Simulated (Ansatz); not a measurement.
One change: `[NH2][Ga]([F])[F]` becomes `NB(F)F`.

Ansatz, PBE0-D4/def2-TZVP geometries, multiplicity 1. Each molecule was computed in one conformer, which needn't be the lowest.

Scalar relativity is left out up to krypton.

| property | `[NH2][Ga]([F])[F]` |
| --- | --- |
| HOMO–LUMO gap (PBE0/def2-TZVPP) / eV | 7.18 |
| HOMO energy (B3LYP/def2-TZVPP) / eV | -8.10 |
| HOMO energy (PBE/def2-TZVPP) / eV | -6.86 |
| HOMO–LUMO gap (B3LYP/def2-TZVPP) / eV | 6.55 |
| LUMO energy (ωB97M-V/def2-TZVPP) / eV | 0.68 |
| LUMO energy (PBE0/def2-TZVPP) / eV | -1.15 |

Task: Give the same properties after the change, and the shifts. (Estimate.)

Result: Computed: 
```json
{"property": "HOMO–LUMO gap (PBE0/def2-TZVPP) / eV", "`NB(F)F`": "9.30", "shift": "2.12"}
{"property": "HOMO energy (B3LYP/def2-TZVPP) / eV", "`NB(F)F`": "-8.40", "shift": "-0.30"}
{"property": "HOMO energy (PBE/def2-TZVPP) / eV", "`NB(F)F`": "-7.11", "shift": "-0.25"}
{"property": "HOMO–LUMO gap (B3LYP/def2-TZVPP) / eV", "`NB(F)F`": "8.66", "shift": "2.11"}
{"property": "LUMO energy (ωB97M-V/def2-TZVPP) / eV", "`NB(F)F`": "1.90", "shift": "1.22"}
{"property": "LUMO energy (PBE0/def2-TZVPP) / eV", "`NB(F)F`": "0.65", "shift": "1.80"}
```

With PBE0 the HOMO falls by 0.32 eV and the LUMO rises by 1.80 eV, so the gap widens by about 2.12 eV. PBE moves the HOMO by -0.25 eV and ωB97M-V by -0.32 eV.

B3LYP here is the variant with VWN-RPA as its local correlation; programs differ in this.
